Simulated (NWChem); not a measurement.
Molecule: CHAuO; SMILES [C-](->[AuH])#[O+]

def2 effective core potentials on Au; no spin-orbit coupling.

Question: Give the equilibrium geometry at PBE0/def2-SVP with def2 effective core potentials on Au (NWChem) as an XYZ file, with the point group.

Answer: point group C*v; any orientation.
```
4

Au    -0.1994     0.3589     0.0000
H     -0.3972     1.9573     0.0000
O      0.1478    -2.7365     0.0000
C      0.0268    -1.6135     0.0000
```
